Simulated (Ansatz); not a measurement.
This geometry of BGaH$_{5}$N (8 atoms, charge 0, multiplicity 1) is a first-order saddle point.

Computed with RKS B3LYP/def2-SVP in Ansatz.

```xyz
8
Properties=species:S:1:pos:R:3
B -0.862 0.867 -1.329
Ga -0.179 0.219 0.531
N 1.109 -1.169 0.557
H -1.825 0.371 -1.867
H -0.324 1.765 -1.936
H -0.672 0.815 1.925
H 0.783 -1.983 1.085
H 1.970 -0.884 1.034
```

Problem. Which two structures does it join? (They come from a converged band through this point; their orientation in space is the band's.)

Solution. No bond is made or broken. The dihedral B1–Ga2–N3–H7 goes from -180 to 0°. The two ends are copies of one structure, up to a mirror image or an exchange of like atoms.

Image 0:

```xyz
8
Properties=species:S:1:pos:R:3
B -0.778 0.889 -1.334
Ga -0.283 0.189 0.568
N 1.030 -1.056 0.827
H -1.639 0.370 -2.006
H -0.251 1.864 -1.818
H -0.958 0.637 1.922
H 1.287 -1.412 1.742
H 1.592 -1.481 0.098
```

Image 6:

```xyz
8
Properties=species:S:1:pos:R:3
B -0.779 0.889 -1.336
Ga -0.281 0.188 0.566
N 1.030 -1.059 0.828
H -1.637 0.368 -2.009
H -0.258 1.870 -1.815
H -0.954 0.641 1.919
H 1.593 -1.487 0.101
H 1.286 -1.411 1.745
```

Problem. How far does it lie above each of them?

Solution. 11.8 kcal/mol above the first and 11.8 kcal/mol above the second. This is the barrier of this one path; another mechanism may lie lower.

Time of the run: 6.1 min on 1 thread of Intel(R) Xeon(R) Processor @ 2.50GHz (Skylake/Cascade Lake), with other jobs on the host, peak memory 0.18 GiB.
